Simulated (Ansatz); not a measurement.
Relaxation of C2H8B2O (13 atoms, charge 0, multiplicity 1), to a largest force component of 0.015 eV/Å in at most 40 steps.

All numbers below come from Ansatz, RKS B3LYP-D4/def2-SVP.

```xyz
13
Properties=species:S:1:pos:R:3:forces:R:3
B -1.302 0.890 0.020 -1.24 1.34 0.22
C 0.069 0.219 0.145 1.19 -1.69 -0.07
B -0.096 -0.929 1.238 1.75 1.84 0.57
C 0.570 -0.369 -1.210 -3.51 -1.31 0.21
O 1.005 1.183 0.546 -0.99 2.23 0.45
H -1.829 1.500 0.938 0.30 -0.27 -0.06
H -1.897 0.956 -1.022 -0.13 -0.37 -0.16
H -0.762 -1.822 1.073 -1.47 -1.79 -0.31
H 0.577 -0.867 2.288 -0.48 0.01 -0.76
H 0.609 0.424 -1.944 0.33 0.40 -0.44
H -0.266 -1.113 -1.552 1.57 0.95 0.20
H 1.493 -0.892 -1.097 1.11 -0.55 -0.10
H 1.849 0.787 0.592 1.58 -0.80 0.24
```

Where does it end, and by what steps?

It converged. After 22 steps the energy has fallen by 0.645 eV; H7 moved furthest, 0.92 Å.

```csv
step,energy less start (eV),largest force component (eV/Å),accepted
0,0.0000,3.513,yes
1,-0.3835,1.207,yes
2,-0.4696,0.439,yes
3,-0.5038,0.398,yes
4,-0.5425,0.423,yes
5,-0.5736,0.250,yes
6,-0.5970,0.188,yes
7,-0.6053,0.197,yes
8,-0.6095,0.170,yes
9,-0.6049,0.404,no
10,-0.6146,0.075,yes
11,-0.6180,0.130,yes
12,-0.6219,0.126,yes
13,-0.6261,0.225,yes
14,-0.6295,0.191,yes
15,-0.6326,0.301,yes
16,-0.6378,0.266,yes
17,-0.6418,0.197,yes
18,-0.6435,0.111,yes
19,-0.6445,0.038,yes
20,-0.6446,0.020,yes
21,-0.6446,0.019,no
22,-0.6447,0.007,yes
```

```xyz
13
Properties=species:S:1:pos:R:3
B -1.437 0.953 0.101
C 0.022 0.490 0.108
B 0.069 -0.874 0.869
C 0.504 -0.468 -1.064
O 0.996 1.457 0.434
H -1.763 1.917 0.747
H -2.271 0.305 -0.483
H -0.809 -1.691 0.809
H 1.059 -1.085 1.531
H 1.331 0.066 -1.550
H -0.296 -0.718 -1.770
H 0.956 -1.438 -0.727
H 1.658 1.051 1.010
```

Whether the end is a true minimum wasn't checked by a vibrational analysis.

Time of the run: 55 s on 2 threads of Arm Neoverse V2, on a shared host, peak memory 0.23 GiB.
